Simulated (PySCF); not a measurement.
Job for PySCF: R-HF/STO-3G on ClGaH2 (SMILES [Cl][GaH2]), a point of a bond scan (R = 2.383 Å).

```python
from pyscf import gto, scf, dft, mp
from pyscf.data.elements import chemcore

mol = gto.M(
    atom='''
    Ga   -0.00289679   -0.23188832   -0.67116797
    H    -1.40910429   -0.31184703   -1.33456264
    H     1.39793515   -0.58224349   -1.25325605
    Cl    0.00682301    0.54618242    1.58084787
    ''',
    basis='sto-3g',
    charge=0, spin=0, verbose=3, max_memory=1800)
mf = scf.RHF(mol)
mf.conv_tol = 1e-8
mf.max_cycle = 100
mf.kernel()
if not mf.converged:
    mf = mf.newton().run(mf.mo_coeff, mf.mo_occ)
```

**Question.** Give the final energy of this run.

**Answer.** -2356.6427 hartree.
